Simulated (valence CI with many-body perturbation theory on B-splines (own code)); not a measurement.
Hyperfine factors and g values of Ag XXVII

Calculated by valence CI with perturbative core correlation (CI+MBPT): three valence electrons over a frozen Dirac-Fock core [Ar], a basis of 9 s, 9 p, 10 d, 8 f, 5 g, 3 h, 1 i functions for each j, with the one-electron correlation potential Σ1, the two-electron term Σ2, the three-electron term Σ3, Breit, model QED; selected CI, second order for the rest (own B-spline code, finite nucleus).

The last digits are not significant, and no measured levels were compared; by estimate large intervals hold to a few tenths of a per cent, small ones and those within an open d or f shell to about a per cent. Only levels of the ground parity were solved; by the run's estimate the other parity begins above the list, which can be wrong where configurations are misplaced.

A/g_I is the dipole constant over the nuclear g factor μ/I (μ in nuclear magnetons, uniformly magnetised nucleus), B/Q the quadrupole constant per barn. Both hold the static response of the core; the bare values leave it out. Large factors of s and p1/2 electrons are usually good to 5 to 10 %; those of open d and f shells near neutrality can be off by tens of per cent, and small factors of p3/2, d and f electrons come from cancelling terms and can be off by a factor of two or in sign, in half-filled shells by more. B is blank for J = 1/2, where it vanishes, and for nearly pure S terms. Energies count from the lowest level.

Names give the largest LS component (configuration and term), which can be under half, so a name can repeat, a term be missing and a line seem to break the LS rules; names also repeat where a configuration has a term twice. Letters in brackets count levels of one name in rising energy.

```csv
Level,E (cm⁻¹),g,A/g_I (MHz),A/g_I bare,B/Q (MHz/b),B/Q bare
3d³ ⁴F_3/2,0,0.498,19100,18700,-6480,-6630
3d³ ⁴F_5/2,36342,1.035,10800,10800,-4530,-4640
3d³ ⁴F_7/2,62863,1.179,9660,9810,-2930,-3000
3d³ ⁴F_9/2,78502,1.198,10500,10600,1670,1700
3d³ ⁴P_3/2,79535,1.369,8790,9090,-6230,-6380
3d³ ⁴P_1/2,92606,2.085,-9470,-8560,,
3d³ ²G_7/2,124490,0.953,11400,11400,5150,5270
3d³ ²H_9/2,130430,1.076,10200,10300,10600,10900
3d³ ⁴P_5/2,135240,1.541,3160,3610,10100,10400
3d³ ²D_3/2 [a],152440,1.173,10100,10300,-10900,-11200
3d³ ²P_1/2,162060,1.244,-1460,-1180,,
3d³ ²H_11/2,173190,1.087,10500,10600,23600,24200
3d³ ²D_5/2 [a],186160,1.208,9290,9470,-4730,-4840
3d³ ²G_9/2,201970,1.068,8560,8650,7620,7800
3d³ ²F_5/2,216260,0.922,9140,9130,15400,15700
3d³ ²F_7/2,220070,1.127,10400,10500,5970,6120
3d³ ²P_3/2,222880,1.203,8900,9080,2080,2110
3d³ ²D_3/2 [b],321280,0.806,16300,16200,13600,13900
3d³ ²D_5/2 [b],326690,1.162,8070,8220,8660,8850
```

(1) Take the isotope of mass number 107, with I = 1/2, μ = -0.11352 μN. What is the hyperfine structure of 3d³ ⁴P_1/2?

## Answers

(1) From the table A = 2150 MHz. Shifts from the centre of gravity in MHz: F = 0: -1610, F = 1: 538.
